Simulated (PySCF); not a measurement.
# One molecule, several mistakes: AlClH3OSi

All numbers below are calculated, not measured. The program is PySCF 2.14.0, an open-source quantum chemistry code, run on an isolated molecule that a program drew, which may never have been made. The molecule is AlClH3OSi (charge 0, doublet), drawn as the SMILES string `[AlH2][O][SiH]Cl`.

Each row is a Hartree-Fock (HF) and frozen-core CCSD(T) single point in the cc-pV(D+d)Z basis, meant for a local HF minimum. Run 1 is clean. Each other run has one planted mistake out of seven kinds, and not every kind appears here: one electron removed, one electron added, multiplicity raised by two, geometry at a saddle point, minimal basis STO-3G, one bond length entered in bohr, all coordinates scaled. The reference is restricted for singlets and unrestricted otherwise, and also for a bond in bohr. Adding or removing an electron swaps singlet and doublet. Electrons count all cores. HOMO and LUMO are orbital energies over both spins, the gradient is its largest component, and the lowest frequency (negative if imaginary) is given only where the gradient is small. Bond lengths are over the 6 bonds as drawn. T1 is the CCSD diagnostic: over 0.02 (restricted) or 0.045 (unrestricted) a single reference is doubtful.

Geometry of the clean run:
```xyz
7
AlClH3OSi, angstrom
Al    0.8658   -0.7739    2.8529
O     0.3566   -1.1680    1.2829
Si   -0.2330   -1.7540   -0.1043
Cl   -1.7843   -3.0825    0.3171
H     0.0827    0.3496    3.6209
H     2.1088   -1.5369    3.4356
H    -0.8118   -0.6690   -0.9282
```

| run | electrons | basis functions | <S^2> | HOMO (eV) | LUMO (eV) | gradient (hartree/bohr) | lowest frequency (cm^-1) | mean bond (Å) | longest bond (Å) | T1 | HF (hartree) | CCSD(T) (hartree) | mistake |
|---|---|---|---|---|---|---|---|---|---|---|---|---|---|
| 1 | 55 | 98 | 0.754 | -9.17 | 1.35 | 2.2e-05 | 28 | 1.6700 | 2.085 | 0.0145 | -1067.08569 | -1067.59710 | no fault |
| 2 | 55 | 98 | 3.765 | -5.58 | -3.51 | 5.2e-02 | - | 1.6700 | 2.085 | 0.0497 | -1066.87082 | -1067.38635 | multiplicity raised by two |
| 3 | 54 | 98 | 0.000 | -15.57 | -7.16 | 8.8e-02 | - | 1.6700 | 2.085 | 0.0211 | -1066.78398 | -1067.30483 | ? |
| 4 | 55 | 98 | 0.759 | -9.81 | 0.63 | 5.9e-02 | - | 1.8337 | 2.290 | 0.0188 | -1067.03184 | -1067.55597 | ? |

**Which mistake was planted in run 3, and what did it cost?**

It counts 54 electrons, one fewer than the clean run, at the same geometry and basis. So the mistake is: one electron removed. Subtracting run 1 and multiplying by 627.51 kcal/mol a hartree, the energy moved by 189.3 kcal/mol in HF and 183.4 kcal/mol in CCSD(T).

**Which mistake was planted in run 4, and what did it cost?**

The mean and the longest bond both change by the same factor, 1.098, and the gradient is no longer small. So the mistake is: all coordinates scaled. Subtracting run 1 and multiplying by 627.51 kcal/mol a hartree, the energy moved by 33.8 kcal/mol in HF and 25.8 kcal/mol in CCSD(T).

Cautions from the logs. Run 2: T1 is over the limit, so its CCSD(T) energy is less reliable; run 3: T1 is over the limit, so its CCSD(T) energy is less reliable.
